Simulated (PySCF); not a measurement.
A species of formula C4H9FO3Si has this rotational fingerprint, computed with PBE0/pcSseg-1 in PySCF (dipole) on a GFN2-xTB geometry, gas phase:

- Rotational constants: A = 3545, B = 582.4, C = 552.0 MHz
- Dipole components: |μa| = 2.75 D, |μb| = 1.91 D, |μc| = 0.77 D
- Inertial defect: -94.81 u·Å²
- κ: -0.98

Task: Which candidate fits, each taken in the one conformer that was computed?
A. `[O:1]=[C:2]([CH2:3][SiH2:4][F:5])[O:6][CH2:7][CH2:8][OH:9]` with O1–C2–C3–Si4 -5°, C2–C3–Si4–F5 180°, O1–C2–O6–C7 3°, C2–O6–C7–C8 88°, O6–C7–C8–O9 -56°
B. `[CH3:1][O:2][C@@:3]1([O:4][SiH2:5][OH:6])[CH2:7][C@H:8]1[F:9]` with C1–O2–C3–O4 71°, O2–C3–O4–Si5 46°, C3–O4–Si5–O6 180°, O4–Si5–O6–H -29°
C. `[CH3:1][O:2][SiH2:3][O:4][C@@H:5]1[CH2:6][C@@H:7]([F:8])[O:9]1` with C1–O2–Si3–O4 -176°, O2–Si3–O4–C5 -174°, Si3–O4–C5–C6 87°
D. `[CH3:1][C@@:2]1([O:3][CH2:4][F:5])[CH2:6][O:7][SiH2:8][O:9]1` with C1–C2–O3–C4 -67°, C2–O3–C4–F5 85°, C1–C2–C6–O7 138°, C2–C6–O7–Si8 -8°, C6–O7–Si8–O9 -1°, O7–Si8–O9–C2 12°

Result: A. It is O=C(C[SiH2]F)OCCO, a near-prolate asymmetric top, point group C1. The candidates at the same level (rigid rotor, commonest isotopes):

```json
{"SMILES": "C[C@@]1(OCF)CO[SiH2]O1", "A (MHz)": "2787", "B (MHz)": "936.9", "C (MHz)": "865.3", "μa (D)": "1.09", "μb (D)": "0.43", "μc (D)": "0.54", "Δ (u·Å²)": "-136.76", "point group": "C1", "rotor": "near-prolate asymmetric top"}
{"SMILES": "O=C(C[SiH2]F)OCCO", "A (MHz)": "3545", "B (MHz)": "582.4", "C (MHz)": "552.0", "μa (D)": "2.75", "μb (D)": "1.91", "μc (D)": "0.77", "Δ (u·Å²)": "-94.81", "point group": "C1", "rotor": "near-prolate asymmetric top"}
{"SMILES": "CO[C@@]1(O[SiH2]O)C[C@H]1F", "A (MHz)": "2577", "B (MHz)": "822.5", "C (MHz)": "719.8", "μa (D)": "0.20", "μb (D)": "1.02", "μc (D)": "0.56", "Δ (u·Å²)": "-108.47", "point group": "C1", "rotor": "asymmetric top"}
{"SMILES": "CO[SiH2]O[C@@H]1C[C@@H](F)O1", "A (MHz)": "5002", "B (MHz)": "600.1", "C (MHz)": "581.5", "μa (D)": "1.52", "μb (D)": "0.21", "μc (D)": "1.70", "Δ (u·Å²)": "-74.13", "point group": "C1", "rotor": "near-prolate asymmetric top"}
```

`CO[C@@]1(O[SiH2]O)C[C@H]1F` has B 41 % too high; `C[C@@]1(OCF)CO[SiH2]O1` has B 61 % too high; `CO[SiH2]O[C@@H]1C[C@@H](F)O1` has A 41 % too high. No structure here is proved a minimum.
